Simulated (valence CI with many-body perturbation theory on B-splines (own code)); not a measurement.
## Nb XI: electric-dipole lines

Computed by valence CI with perturbative core correlation (CI+MBPT): three valence electrons over a frozen Dirac-Fock core [Ar] 3d10, a basis of 11 s, 11 p, 10 d, 8 f, 5 g, 2 h functions for each j, with the one-electron correlation potential Σ1 (screened to all orders), the two-electron term Σ2, the three-electron term Σ3, Breit, model QED; selected single and double excitations, second order for the rest, scaled by the run's own slope (own B-spline code, finite nucleus).

No measured spectrum was set against this ion. As an estimate, levels hold to about 250 cm⁻¹ or 0.2 % of their energy and the worst to 1 %, as in measured heavy ions of charge 2 to 7; those with d or f electrons hold less well.

Lines 51 to 100 of 554 in falling wavelength, among levels below 1139800 cm⁻¹, chosen from the strongest by gf and those to the six lowest levels. Wavelengths and rates use the calculated energies, so an error of 900 cm⁻¹ moves a line at 70.05 nm by 0.63 % and its rate by three times that or more. Electric multipoles are in the length gauge, E1 and E2 with the static RPA response of the core. Weak lines are less certain than strong ones. Lines between different terms over intervals too small for the method are left out, as are lines whose strength nearly cancels. Where a level lies close to another of its J and parity, the split of strength between their lines is uncertain. The highest levels of a list are the least certain.

Names give the largest LS component (configuration and term), which can be under half, so a name can repeat, a term be missing and a line seem to break the LS rules; names also repeat where a configuration has a term twice. Letters in brackets count levels of one name in rising energy.

```
λ vac (nm)                 Upper                 Lower   A (s⁻¹)  log gf  Branch %
     70.05      4s.4p.5d 4D°_7/2       4s.4p.5p 4D_5/2  7.37e+09    0.64      34.7
     70.01      4s.4p.5d 4F°_7/2       4s.4p.5p 4D_7/2  2.68e+09    0.20      13.4
     69.98      4s.4p.5d 2F°_7/2   4s.4p.4f 2G_9/2 [b]  6.57e+08   -0.41       3.5
     69.94      4s.4p.5d 4D°_1/2       4s.4p.5p 4P_1/2  5.40e+09   -0.10      21.5
     69.81        4s2.5f 2F°_5/2         4s2.5d 2D_3/2  9.73e+09    0.63      71.6
     69.76      4s.4p.5d 4P°_1/2       4s.4p.5p 4S_3/2  3.98e+09   -0.24      19.5
     69.54      4s.4p.5d 4D°_3/2       4s.4p.5p 4P_1/2  2.32e+09   -0.17      10.7
     69.09      4s.4p.5d 2D°_5/2   4s.4p.5p 4P_3/2 [a]  7.91e+08   -0.47       4.6
     68.83      4s.4p.5d 4F°_7/2       4s.4p.5p 4P_5/2  3.98e+09    0.35      19.9
     68.77  4s.4p.5d 2F°_5/2 [b]       4s.4p.5p 4P_5/2  2.86e+09    0.09      15.2
     68.63      4s.4p.5d 2P°_3/2       4s.4p.5p 4S_3/2  3.51e+09    0.00      18.6
     68.40  4s.4p.5d 2F°_5/2 [b]   4s.4p.5p 2D_3/2 [a]  4.18e+09    0.24      22.2
     68.36      4s.4p.5d 4F°_9/2       4s.4p.5p 4D_7/2  9.65e+09    0.83      63.6
     68.22  4s.4p.5d 4F°_3/2 [b]   4s.4p.5p 2P_1/2 [a]  4.89e+09    0.14      28.7
     67.89  4s.4p.5d 2F°_5/2 [a]       4s.4p.5p 4D_5/2  1.42e+09   -0.23       7.5
     67.40         4s2.5d 2D_3/2        4s2.5p 2P°_1/2  6.74e+09    0.26      30.7
     67.40      4s.4p.5d 4D°_5/2       4s.4p.5p 4D_3/2  1.01e+09   -0.38       4.8
     67.13      4s.4p.5d 4P°_3/2       4s.4p.5p 4P_5/2  2.32e+09   -0.20      11.0
     67.12      4s.4p.5d 4P°_5/2       4s.4p.5p 4P_5/2  1.12e+09   -0.34       5.6
     66.78      4s.4p.5d 4P°_3/2   4s.4p.5p 2D_3/2 [a]  2.86e+09   -0.12      13.6
     66.38  4s.4p.5d 4F°_3/2 [a]   4s.4p.4f 4D_1/2 [b]  4.03e+09    0.03      21.7
     66.10      4s.4p.5d 4D°_3/2       4s.4p.5p 4D_3/2  1.01e+09   -0.58       4.7
     65.73      4s.4p.5d 2D°_5/2       4s.4p.5p 4D_3/2  6.60e+09    0.41      38.2
     65.66      4s.4p.5d 4P°_1/2   4s.4p.5p 2D_3/2 [a]  3.87e+09   -0.30      18.9
     65.29      4s.4p.5d 2F°_7/2       4s.4p.5p 4P_5/2  1.33e+09   -0.17       7.1
     64.35  4s.4p.5d 4F°_3/2 [a]   4s.4p.4f 4D_1/2 [a]  3.75e+09   -0.03      20.2
     64.19       4p.4d2 4G°_11/2   4s.4p.4f 2G_9/2 [b]  3.52e+08   -0.58       3.9
     63.88  4s.4p.5d 4F°_3/2 [b]       4s.4p.5p 4D_3/2  2.37e+09   -0.24      13.9
     62.92      4s.4p.5d 4F°_7/2       4s.4p.5p 4D_5/2  1.34e+09   -0.20       6.7
     61.12           4p3 2D°_5/2         4s.4p2 2P_3/2  1.31e+09   -0.36      17.4
     60.82         4s2.5d 2D_3/2        4s2.4f 2F°_5/2  2.54e+09   -0.25      11.6
     60.00         4s2.5d 2D_5/2        4s2.4f 2F°_7/2  2.55e+09   -0.08      12.1
     59.04        4s2.6p 2P°_1/2         4s2.5d 2D_3/2  1.04e+10    0.04      41.2
     58.06        4s2.6p 2P°_3/2         4s2.5d 2D_5/2  9.39e+09    0.28      37.8
     57.49         4p2.4d 2G_7/2  4s.4p.4d 2F°_5/2 [b]  1.10e+09   -0.36      12.9
     56.94      4s.4p.5d 2D°_5/2   4s.4p.4f 2G_7/2 [a]  9.25e+08   -0.57       5.3
     55.53         4p2.5s 2D_5/2  4s.4p.5s 2P°_3/2 [b]  2.45e+09   -0.17       3.6
     55.43         4s.4p2 4P_5/2        4s2.4p 2P°_3/2  1.38e+08   -1.42     100.0
     55.08     4p2.4d 2F_5/2 [a]  4s.4p.4d 2F°_5/2 [a]  1.04e+09   -0.55      12.2
     54.92         4s.4p2 4P_1/2        4s2.4p 2P°_1/2  1.27e+08   -1.94      83.0
     54.06         4p2.5s 2D_3/2  4s.4p.5s 2P°_1/2 [b]  3.09e+09   -0.27       3.2
     53.80         4p2.4d 2G_9/2  4s.4p.4d 2F°_7/2 [b]  1.53e+09   -0.18      25.1
     52.86     4p2.4d 2F_7/2 [b]  4s.4p.4d 2D°_5/2 [b]  1.01e+09   -0.47       1.1
     52.43  4s.4p.5d 2F°_5/2 [b]       4s.4p.4f 4D_7/2  1.10e+09   -0.56       5.9
     51.48  4s.4p.5d 4F°_3/2 [a]   4s.4p.4f 4G_5/2 [a]  3.52e+09   -0.25      18.9
     51.30     4p2.4d 2P_1/2 [b]  4s.4p.4d 2D°_3/2 [b]  3.40e+09   -0.57       5.6
     51.24  4s.4p.5d 2F°_5/2 [a]       4s.4p.4f 4G_7/2  2.10e+09   -0.30      11.1
     51.10      4s.4p.5d 4D°_5/2       4s.4p.4f 4F_7/2  3.61e+09   -0.07      17.0
     50.99      4s.4p.5d 2F°_7/2   4s.4p.4f 2G_9/2 [a]  3.03e+09   -0.02      16.2
     50.51      4s.4p.5d 4D°_7/2       4s.4p.4f 4F_9/2  4.10e+09    0.10      19.3
```

Question: How does gf follow from A for the line at 68.40 nm?

Answer: gf = 1.4992 × (2J+1)_upper × A / σ², with σ = 146189 cm⁻¹ and 2J+1 = 6: gf = 1.76.
